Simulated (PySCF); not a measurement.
**Which is lower?**

Two relaxed structures of LiGeH$_{3}$O, singlet (PBE0-D4/def2-TZVP; forces vanish, vibrations not checked).

A:

```xyz
6
angstrom
Li -0.0810 -1.7821 2.0948
O -0.8568 0.8767 -0.1996
Ge 0.3007 -0.5371 -0.0240
H -0.0260 -1.2914 -1.3521
H 1.7092 0.0724 -0.3627
H -0.6375 1.5600 0.4361
```

B:

```csv
atom,x (Å),y (Å),z (Å)
Li1,1.0295,-2.2783,1.2005
O2,0.4301,-0.9599,0.5086
Ge3,-0.2127,0.4598,-0.2383
H4,-1.2542,0.0991,-1.3318
H5,0.9064,1.2972,-0.9141
H6,-0.9194,1.3723,0.8002
```

Program: PySCF 2.14 with density fitting (its default auxiliary sets; JK sets also for MP2 and CCSD(T)). Basis: def2-TZVPP. Cores are frozen in the correlated methods. Filled d shells of the heavier atoms are correlated. The outer core shell of Li, Na, Mg and K is correlated. The def2 sets are not built for correlating such inner shells, so the correlated values are less sure here. B3LYP uses VWN-RPA correlation.

(1) Which structure is lower at CCSD(T), and by how much? (Judge from chemistry; the value comes from the calculation.)

The T1 diagnostic stays at or below 0.014.

## Answers

(1) The calculation gives: B, by 1.093 eV (electronic energy, against the other). By their contacts, A is LiGeH₃O ([Li][GeH2][OH]) and B is LiGeH₃O ([Li][O][GeH3]).

All methods give the same order:

```
   method  E(B) − E(A) (eV)
   PBE-D4            -0.957
r2SCAN-D4            -1.047
  PBE0-D4            -0.975
 B3LYP-D4            -1.077
  wB97M-V            -1.025
       HF            -1.085
      MP2            -1.196
     CCSD            -1.095
  CCSD(T)            -1.093
```

Labels in which every atom is bracketed show which atoms are joined, not bond orders.

For scale, one of the runs: CCSD(T)/def2-TZVPP, 140 basis functions, launched by `OMP_NUM_THREADS=2 python run.py`. The run took 91 s on 2 CPU threads of an INTEL XEON PLATINUM 8581C (shared host), with 1 GiB of host memory at its peak.
